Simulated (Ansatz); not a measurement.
Mulliken charges of `[CH3][Sn][SH]` from r2SCAN/def2-TZVPP in Ansatz (PBE0-D4/def2-TZVP geometry).

```csv
atom,x (Å),y (Å),z (Å),charge (e)
C1,-0.664,0.650,-0.271,-0.529
Sn2,-0.045,-0.070,1.703,0.540
S3,1.625,-1.611,0.838,-0.402
H4,-1.029,-0.189,-0.869,0.094
H5,0.195,1.088,-0.787,0.094
H6,-1.452,1.401,-0.195,0.090
H7,1.430,-1.337,-0.464,0.112
```

By hand: the dipole of these point charges (1 e Å = 4.8032 D).

Σ q r = (-0.375, 0.327, 0.501) e Å, of length 0.706 e Å = 3.39 D.

How does the dipole of the full density compare? (An estimate is asked.)

Computed: (-0.270, 0.264, -0.096) e Å, 1.87 D; the point charges give 1.81 times that, at 60° from its direction.

Point charges leave out the atoms' own dipoles, such as those of lone pairs, and Mulliken's split depends on the basis, so the two needn't agree.
